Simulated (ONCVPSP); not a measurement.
# titanium: excitation energies, all-electron against ONCV

```json
{"Element": "titanium (Ti)", "Generator": "ONCVPSP 4.0.1", "Type": "optimised norm-conserving Vanderbilt (ONCV)", "Functional": "BLYP", "Relativity": "non-relativistic", "Frozen core": "[Ar]", "Valence charge": "4", "Reference configuration": "3d2 4s2", "Partial waves": "4s: rc 2.60 bohr, ncon 4, nbas 7, qcut 2.5 1/bohr, 2 projectors, debl 1.3 Ha; p scattering state at 0.13 Ha: rc 2.50 bohr, ncon 3, nbas 8, qcut 3.2 1/bohr, 1 projector; 3d: rc 1.50 bohr, ncon 3, nbas 8, qcut 10.5 1/bohr, 3 projectors, debl 1.9 Ha; f scattering state at 0.28 Ha: rc 2.25 bohr, ncon 4, nbas 9, qcut 5 1/bohr, 2 projectors, debl 0.6 Ha", "Local potential": "polynomial inside 0.95 bohr (lpopt 5, dvloc0 1 Ha)", "Core correction": "Teter function, fcfact 5, rcfact 1.1"}
```

Energies are relative to the spin-unpolarised reference configuration 3d2 4s2; without spin polarisation the order of configurations can differ from experiment.

(1) Give the all-electron excitation energy and the error of the potential for: 3d2 4s1; 3d2 4s0; 3d1 4s0; 3d2 4s1.5.

Note: ghosts flagged at negative energy: s at -103.2 eV, p at -31.9 eV; GHOST(+) flagged for f at 77.2 eV. A true bound ghost makes a file unfit for plane-wave use.

Results:

(1)

```json
{"valence configuration": "3d2 4s1", "charge": "+1", "ΔE all-electron (eV)": "7.225", "error AE − PS (meV)": "+15"}
{"valence configuration": "3d2 4s0", "charge": "+2", "ΔE all-electron (eV)": "20.844", "error AE − PS (meV)": "+129"}
{"valence configuration": "3d1 4s0", "charge": "+3", "ΔE all-electron (eV)": "47.943", "error AE − PS (meV)": "+184"}
{"valence configuration": "3d2 4s1.5", "charge": "+0.5", "ΔE all-electron (eV)": "2.860", "error AE − PS (meV)": "+2.6"}
```
